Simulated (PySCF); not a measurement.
**Ionisation energy of Tc²⁺ by level of theory**

Tc²⁺ [Kr] 4d5 (6S) → Tc³⁺ [Kr] 4d4 (5D), as a difference of total energies. Calculation: PySCF 2.14, in aug-cc-pwCVTZ-PP with ECP28MDF (8s8p7d4f3g, 122 functions); scalar relativity through the core potential. Correlated levels: valence: 4s2 4p6 frozen; valence and next inner shell: nothing frozen outside the core potential. The calculations carry no spin-orbit coupling.

| method | ionisation energy (eV) | difference from reference (eV) |
| --- | --- | --- |
| UHF | 28.812 | -0.738 |
| LDA | 30.061 | +0.511 |
| PBE | 29.873 | +0.323 |
| PBE0 | 29.844 | +0.294 |
| r2SCAN | 29.871 | +0.321 |
| M06-L | 29.728 | +0.178 |
| BP86 | 29.892 | +0.342 |
| B3LYP | 29.731 | +0.181 |
| MP2 (valence) | 29.493 | -0.057 |
| SCS-MP2 (valence) | 29.039 | -0.511 |
| MP2 (valence and next inner shell) | 29.836 | +0.286 |
| SCS-MP2 (valence and next inner shell) | 29.463 | -0.087 |

Reference: 29.55 eV (semi-empirical (NIST evaluation); NIST Atomic Spectra Database, ionization energies).

The reference lies between the lowest fine-structure levels, while these numbers refer to the centres of the terms.

Errors of the correlated levels include the incompleteness of this basis and the frozen core.
